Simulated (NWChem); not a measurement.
System: ethylmethylamine (C3H9N); SMILES CCNC

```xyz
13

C      0.1630     1.9004    -0.0256
C     -0.4991     0.5249     0.0170
N      0.4940    -0.5409    -0.0887
C     -0.0860    -1.8752    -0.0057
H      0.7518     2.0150    -0.9414
H     -0.5878     2.6974     0.0110
H      0.8372     2.0413     0.8293
H     -1.1221     0.4387     0.9305
H     -1.1878     0.4212    -0.8328
H      1.1782    -0.4266     0.6579
H      0.7119    -2.6252    -0.0259
H     -0.7260    -2.0481    -0.8797
H     -0.7034    -2.0511     0.8964
```
Atoms are numbered in this order, from 1.

Computed with NWChem. Structure relaxed at the B3LYP/6-31G* (spherical d) level. Level: M06-2X/def2-SVP with SMD (1 M gas to 1 M solution), gas-phase geometry.

**Question.** Order these by “solvation free energy (kcal/mol)”, lowest first: cyclohexane; 1,4-dioxane; methanol.

**Answer.** methanol (-4.2), cyclohexane (-2.6), 1,4-dioxane (-1.7)
